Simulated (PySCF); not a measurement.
C₆ coefficients of unlike pairs at PBE

Calculated with PySCF 2.14 from the dipole response of each species, C₆(A,B) = (3/π) ∫ α_A(iu) α_B(iu) du, in atomic units, from isotropic polarisabilities. For ions this is the dispersion term alone; charge-induced terms of lower order in 1/R come first.

```tsv
species	configuration	basis	relativity	α (bohr³)	C₆ (like pair)
Cd	[Kr] 4d10 5s2 (1S)	aug-cc-pwCVTZ-PP with ECP28MDF (8s8p7d4f3g)	core potential	46.43	410.8
Ne	[Ne] (1S)	def2-QZVPPD (8s5p4d2f1g)	none	3.007	7.333
Hf³⁺	[Xe] 4f14 5d1 (2D)	aug-cc-pVTZ-PP with ECP60MDF (6s6p5d3f2g)	core potential	6.394	25.48
Ne³⁺	[He] 2s2 2p3 (4S)	aug-cc-pCVTZ-DK with one added diffuse shell each of s, p, d, f type (8s7p5d3f)	spin-free X2C	0.6870	0.6101
```

(1) Estimate C₆ for Ne with Cd.

No spin-orbit coupling is included.

The other pairs:

```csv
pair,C₆
"Hf³⁺, Ne",13.63
"Ne³⁺, Hf³⁺",3.773
"Ne³⁺, Ne",2.057
"Hf³⁺, Cd",90.49
"Ne³⁺, Cd",11.93
```

## Answers

(1) The integral gives 46.69. The combination rule 2 C_A C_B / (C_A α_B/α_A + C_B α_A/α_B) gives 43.08 and the geometric mean 54.88.
